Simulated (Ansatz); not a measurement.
A made-up structure of Si₂HBr, singlet:

Si1  (-0.397, 0.000, -0.479)
Si2  (0.470, -1.830, 0.243)
Br3  (0.975, 0.632, 1.305)
H4  (1.594, 1.430, 2.428)
(Å)

It is relaxed with PBE-D4/def2-SVP and then PBE0-D4/def2-TZVP (Ansatz 0.2.0). Atoms count as bonded within 1.22 times the sum of their covalent radii (H–H: 0.88 Å). The end point is not checked to be a true minimum.

(1) Does its bonding change? (Judge from chemistry; the calculation decides.)

Results:

(1) The calculation gives: No: no bond forms or breaks.

Where it ends: The first stage lowers the energy by 1.40 eV in 8 steps. It ends as Si₂HBr ([Si]1[Si][BrH]1):
| atom | x (Å) | y (Å) | z (Å) |
| --- | --- | --- | --- |
| Si1 | -0.5282 | 0.1141 | -0.4192 |
| Si2 | 0.4740 | -1.6551 | 0.5283 |
| Br3 | 1.5390 | 0.6391 | 1.0300 |
| H4 | 1.1574 | 1.1337 | 2.3573 |

Labels in which every atom is bracketed show which atoms are joined, not bond orders.

For scale, one of the runs: PBE0-D4/def2-TZVP relaxation, 128 basis functions, launched by `ansatz run in.yaml --threads 2 --pin off --events-out ev --progress --plain --max-ram 4352MiB`. The run took about 18 s on 2 CPU threads of an Arm Neoverse V1 (shared host).
